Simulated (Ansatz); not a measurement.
Gas-phase electronic energies from Ansatz, PBE0-D4/def2-TZVP geometries. CCSD(T)/CBS is the MP2 limit (def2-TZVPP, def2-QZVPP) plus CCSD(T) − MP2 in def2-TZVPP, frozen cores. This one scheme is used for every species. For Zn outer-core shells are correlated without core-valence functions, which leaves a few kJ/mol of doubt a bond. Scalar relativity is left out up to krypton.

Reaction (ligand exchange at a Zn–C bond): `Cl[CH2][ZnH]` + CH₃OH → `C[O][ZnH]` + `CCl`

| species | HF/def2-QZVPP energy (Eh) |
| --- | --- |
| `Cl[CH2][ZnH]` | -2276.96859 |
| CH₃OH | -115.10098 |
| `C[O][ZnH]` | -1892.94145 |
| `CCl` | -499.15597 |

Task: Work out ΔE.

Result: ΔE = (-1892.94145) + (-499.15597) − (-2276.96859) − (-115.10098) = -0.02785 Eh = -73.1 kJ/mol. CCSD(T)/CBS gives -60.7 kJ/mol.

Largest T1 diagnostic among the species: 0.017.

Leaving LDA and LC-ωPBE aside and taking each functional with its dispersion term where it has one, the values, not all of them listed here, spread over 10.4 kJ/mol, from CAM-B3LYP-D4 to HSE06-D4. At CCSD(T), def2-SVP lies −9.3 kJ/mol from the extrapolated value and def2-TZVPP −0.5 kJ/mol.
